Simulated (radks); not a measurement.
Problem. The mean radii <r> (bohr) of the occupied orbitals of an atom or ion are listed with their occupations. Calculated with a radial shooting solver on a logarithmic mesh with Libxc functionals: scalar-relativistic Kohn-Sham, PBE, spin-polarised, spherical densities, finite nucleus; Fermi nuclear charge, rms radius of each element as measured or else 0.836 A^(1/3) + 0.57 fm.

| orbital | occ. | <r> |
|---|---|---|
| 1s up | 1 | 0.03344 |
| 1s down | 1 | 0.03344 |
| 2s up | 1 | 0.1457 |
| 2s down | 1 | 0.1457 |
| 2p up | 3 | 0.1270 |
| 2p down | 3 | 0.1270 |
| 3s up | 1 | 0.4027 |
| 3s down | 1 | 0.4027 |
| 3p up | 3 | 0.4030 |
| 3p down | 3 | 0.4030 |
| 3d up | 5 | 0.3842 |
| 3d down | 5 | 0.3841 |
| 4s up | 1 | 1.020 |
| 4s down | 1 | 1.017 |
| 4p up | 3 | 1.130 |
| 4p down | 3 | 1.126 |
| 4d up | 5 | 1.689 |
| 5s up | 1 | 3.300 |
| 4d down | 2 | 1.728 |

Name the element and its charge. Open shells, if any, are filled with parallel spins first.

Solution. Z = 44, ruthenium, charge 0: Ru in [Kr] 4d7 5s1. The 1s radius gives Z: for a bare nucleus <r> = (2 gamma + 1)/(2Z) with gamma = sqrt(1 - (Z/c)^2), 0.03289 bohr for Z = 44, and screening makes it slightly larger (0.03344 here). The occupations add up to 44, and the charge is Z minus that.
